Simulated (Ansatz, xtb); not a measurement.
The molecule ZrAs, multiplicity 2 (lowest of 2S+1 = 2, 4, 6, 8 at PBE0/def2-TZVPP; our sources give no spin for the ground state, which may be another). No spin–orbit coupling. As is treated without relativity.

Constants: fifth-degree fit in 1/R to seven points, most abundant isotopes. Runs in def2 and cc sets follow the lowest solution found near the PBE0 minimum.

Codes used: Ansatz (a first-principles code) with Gaussian orbitals; xtb for the GFN methods. Values without a source in brackets are computed. In def2 rows elements past Kr take small-core potentials, without spin–orbit coupling. The GFN methods have no spin term and hold the electronic entropy of 300 K.

```
level             r_e (Å)  ω_e (cm⁻¹)  ω_e x_e (cm⁻¹)  dipole (D)
----------------  -------  ----------  --------------  ----------
GFN1-xTB            2.356         ___             1.5           -
GFN2-xTB            2.410         425             1.2           -
SVWN5/def2-TZVPP    2.286         386            0.72        4.52
PBE/def2-TZVPP        ___         ___            0.77        4.55
```

What belongs in the gaps?


- PBE/def2-TZVPP, r_e (Å): 2.311
- PBE/def2-TZVPP, ω_e (cm⁻¹): 373
- GFN1-xTB, ω_e (cm⁻¹): 497
